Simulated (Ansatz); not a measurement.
Basis-set extrapolation for `CSc1ccccc1` (PBE0-D4/def2-TZVP geometry, frozen core, Ansatz 0.2.0). Multiplicity 1, RHF reference.

|  | def2-TZVPP | def2-QZVPP |
| --- | --- | --- |
| HF | -667.371165 | -667.393842 |
| MP2 correlation | -1.298647 | -1.385143 |
| CCSD(T) correlation | -1.411579 | not run |

Energies in hartree. Use E(X) = E(∞) + A·exp(−7.88·√X) for Hartree–Fock and E(X) = E(∞) + B·X^(−2.97) for correlation, with X = 3 and 4, and add CCSD(T) minus MP2 of the smaller set to the MP2 limit.

**Question.** What is the CCSD(T) energy at the basis-set limit?

**Answer.** HF limit: -667.393842 + (-0.022677) × 0.13774 = -667.39697. MP2 limit: -1.385143 + (-0.086496) × 0.74074 = -1.44921. Higher-order term: -1.411579 − (-1.298647) = -0.11293. Total: -668.95911 hartree, 463.0 kJ/mol below CCSD(T)/def2-TZVPP.
